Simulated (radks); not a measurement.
Results of a calculation; reference values are marked as such.
Ionisation of neutral krypton, [Kr], to [Ar] 3d10 4s2 4p5 as the strength of local exchange is varied. Level of theory: Dirac Kohn-Sham, Slater X-alpha exchange (alpha = 2/3 is LDA exchange), no correlation, spin-unpolarised, spherical densities, point nucleus (a radial shooting solver on a logarithmic mesh with Libxc functionals).

| alpha | E(Kr) (hartree) | exchange (hartree) | IE (eV) | -e of the level emptied (eV) | <r> of it (bohr) |
|---|---|---|---|---|---|
| 0.581 | -2772.26829 | -77.93054 | 11.811 | 6.973 (4p3/2) | 2.023 |
| 0.629 | -2778.71395 | -84.56117 | 12.403 | 7.499 (4p3/2) | 2.000 |
| 0.667 | -2783.82717 | -89.83112 | 12.880 | 7.925 (4p3/2) | 1.982 |
| 0.761 | -2796.51512 | -102.94578 | 14.095 | 9.018 (4p3/2) | 1.939 |
| 0.783 | -2799.49275 | -106.03129 | 14.386 | 9.282 (4p3/2) | 1.929 |

NIST Atomic Spectra Database: 14.000 eV (measured). The Delta-SCF value meets it near alpha = 0.75. Spin polarisation and multiplet splitting are left out, so open shells lie too high by an amount that depends on their filling.

Beside tabulated values, note that spin-unpolarised runs miss the spin-polarisation part of the exchange energy of open shells.
